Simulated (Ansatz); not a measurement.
Process, species as SMILES: FSF → 2 F atom + S atom
B3LYP-D3(BJ)/def2-TZVP geometries, fixed; electronic energies without zero-point terms.

Basis-set convergence of the atomisation energy at PBE with Ansatz (an electronic-structure program). Cartesian d functions, on some or all atoms, in 6-31G**; all else is spherical. The program fits the integrals of some runs and decomposes those of others, by size. Open shells are unrestricted. No added dispersion term, no relativity. Functions are those of the species that has most. Reference: the value in aug-cc-pV(5+d)Z, 193.12 kcal/mol, itself unsure by roughly 0.13 kcal/mol (its mean distance from pcseg-4, aug-pcseg-3, aug-cc-pV(Q+d)Z). Deviations are taken from unrounded values.

| basis | functions | atomisation energy (kcal/mol) | minus reference (kcal/mol) |
|---|---|---|---|
| STO-3G | 19 | 177.71 | -15.41 |
| 3-21G | 31 | 148.29 | -44.84 |
| 6-31G** | 49 | 184.23 | -8.90 |
| aug-pcseg-1 | 73 | 179.62 | -13.50 |
| def2-TZVP | 99 | 191.31 | -1.81 |
| def2-QZVPP | 184 | 192.59 | -0.53 |
| pcseg-3 | 184 | 193.10 | -0.03 |
| aug-cc-pV(Q+d)Z | 249 | 192.94 | -0.18 |
| aug-cc-pV(5+d)Z | 390 | 193.12 | 0.00 |

The smallest set listed that lies within 4 kcal/mol of the reference with all its larger relatives (same family, alike in diffuse functions; a set with none counts only in the reference's own line) is def2-TZVP (99 functions, -1.81 kcal/mol off). (Relatives not listed, tested too: def2-TZVPP -1.73, def2-QZVP -0.53, pcseg-4 0.13 kcal/mol.)
